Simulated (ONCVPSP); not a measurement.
## Before and after: ONCV potential for barium

* Element: Ba
* Generator: ONCVPSP 4.0.1
* Type: optimised norm-conserving Vanderbilt (ONCV)
* Functional: PBEsol
* Relativity: scalar-relativistic
* Frozen core: [Kr] 4d10
* Valence charge: 10
* Reference configuration: 5s2 5p6 6s1.75 6p0.25
* Partial waves: 5s+6s: rc 2.60 bohr, ncon 4, nbas 8, qcut 4.6 1/bohr, 2 projectors; 5p+6p: rc 3.35 bohr, ncon 5, nbas 8, qcut 5 1/bohr, 2 projectors; d scattering state at 0.09 Ha: rc 3.25 bohr, ncon 3, nbas 7, qcut 3.4 1/bohr, 2 projectors, debl 1.5 Ha
* Local potential: polynomial inside 2.10 bohr (lpopt 5, dvloc0 0 Ha)
* Core correction: Teter function, fcfact 1.75, rcfact 1.6

In the d channel the program set the typed energies aside and used 0.050, 1.550 Ha.

All-electron outer shells of the reference configuration (PBEsol, scalar-relativistic, ld1.x):

```csv
shell,level (eV),outermost node (bohr),outermost maximum (bohr)
4d,-89.91,0.32,0.70
5s,-34.00,0.80,1.47
5p,-19.03,0.86,1.67
6s,-3.40,1.96,4.10
6p,-1.37,2.36,5.40
```

Change: functional PBE; d: rc 2.6, qcut 4.2.

Cutoffs: the cutoffs (Ha) at which the residual kinetic energy of the hardest occupied pseudo-wave falls to 1 and 0.1 mHa per electron; they do not see the model core or the augmentation charge, which bear on the density cutoff. Errors are all-electron minus pseudo energies relative to the spin-unpolarised reference configuration.

Q: How do hardness, ghosts and transferability respond?

A: The potential gets neither clearly harder nor softer (7.2 Ha and 8.7 Ha → 7.2 Ha and 8.7 Ha); the bound ghost in d disappears; of the 4 tests that both files solve, the error grows in 2 and shrinks in 0 by more than 15 % and 0.3 meV (median size 2.2 → 2.8 meV).

```tsv
quantity	base	changed
cutoff, loose	7.2 Ha	7.2 Ha
cutoff, tight	8.7 Ha	8.7 Ha
loose cutoff by channel	s 7.2 Ha, p 4.3 Ha	s 7.2 Ha, p 4.3 Ha
bound ghosts	d	none
GHOST(+) flags under 300 eV	s at 90.6 eV	s at 89.8 eV
error for 5s2 5p6 6s2 6p0, meV [ΔE -0.51 → -0.50 eV]	0.0	0.0
error for 5s2 5p6 6s1 6p0, meV [ΔE 4.88 → 4.86 eV]	-0.7	-0.8
error for 5s2 5p6 6s0 6p0, meV [ΔE 14.77 → 14.84 eV]	-3.8	-4.9
error for 5s2 5p6 5d1 6s0 6p0, meV [ΔE 5.53 → 5.54 eV]	-9.1	-13
s: phases at 2.64 bohr within 0.05 rad from the reference energy up to (Ha; the scan ends near 5)	2.8	2.8
p: phases at 3.40 bohr within 0.05 rad from the reference energy up to (Ha; the scan ends near 5)	2.2	2.2
rms error of d²Exc/dni dnj with the model core, mHa	0.33	0.64
```

 A true bound ghost makes a file unfit for plane-wave use even where its test errors are small: the radial tests pick states by their node count and pass the ghost by.
